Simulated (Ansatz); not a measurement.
The inner images of a band of ClFH2Si + H2O (8 atoms, charge 0, multiplicity 1) are given out of order.

Method: Ansatz 0.2.0, RKS PBE-D4/def2-SVP.

First end point:

```xyz
8
Properties=species:S:1:pos:R:3
Si -0.965 0.215 -0.444
F -0.192 -1.104 -1.047
H -2.107 0.456 -1.381
H -1.419 0.010 0.957
Cl 0.266 1.883 -0.636
H 1.394 -1.180 0.485
O 1.271 -0.529 1.203
H 1.752 0.250 0.863
```

Last end point:

```xyz
8
Properties=species:S:1:pos:R:3
Si -0.511 0.597 -0.059
F -0.077 -2.278 -0.172
H -0.733 0.348 -1.516
H -1.545 0.026 0.843
Cl -0.447 2.663 0.188
H 0.571 -1.665 0.168
O 0.973 -0.041 0.477
H 1.769 0.350 0.070
```

Q: Put them in order from the first end to the last, with their energies above the first end.
A.
```xyz
8
Properties=species:S:1:pos:R:3
Si -0.597 0.241 -0.113
F -0.358 -1.677 -0.198
H -0.809 0.214 -1.589
H -1.692 0.066 0.879
Cl -0.197 2.335 0.090
H 0.757 -1.245 0.189
O 1.066 -0.211 0.554
H 1.830 0.278 0.188
```
B.
```xyz
8
Properties=species:S:1:pos:R:3
Si -0.506 0.498 -0.060
F -0.199 -2.080 -0.210
H -0.768 0.226 -1.505
H -1.556 0.028 0.884
Cl -0.343 2.571 0.109
H 0.580 -1.596 0.091
O 1.010 -0.089 0.479
H 1.783 0.442 0.213
```
C.
```xyz
8
Properties=species:S:1:pos:R:3
Si -0.725 0.096 -0.203
F -0.526 -1.579 -0.437
H -1.171 0.334 -1.613
H -1.700 0.113 0.923
Cl 0.068 2.143 -0.028
H 1.271 -1.183 0.287
O 1.061 -0.301 0.668
H 1.720 0.378 0.402
```
D.
```xyz
8
Properties=species:S:1:pos:R:3
Si -0.819 0.142 -0.294
F -0.307 -1.369 -0.783
H -1.664 0.427 -1.495
H -1.592 0.040 0.976
Cl 0.234 1.996 -0.317
H 1.323 -1.177 0.397
O 1.117 -0.381 0.930
H 1.708 0.322 0.586
```
E.
```xyz
8
Properties=species:S:1:pos:R:3
Si -0.531 0.365 -0.079
F -0.262 -1.837 -0.194
H -0.787 0.199 -1.543
H -1.626 0.029 0.874
Cl -0.260 2.440 0.100
H 0.617 -1.428 0.120
O 1.042 -0.143 0.518
H 1.806 0.374 0.204
```

A: D (+23.0 kJ/mol), C (+47.2 kJ/mol), A (+72.9 kJ/mol), E (+49.3 kJ/mol), B (+30.6 kJ/mol).

Time of the run: 92 s on 2 threads of Arm Neoverse V1 (shared host), peak memory 0.12 GiB.
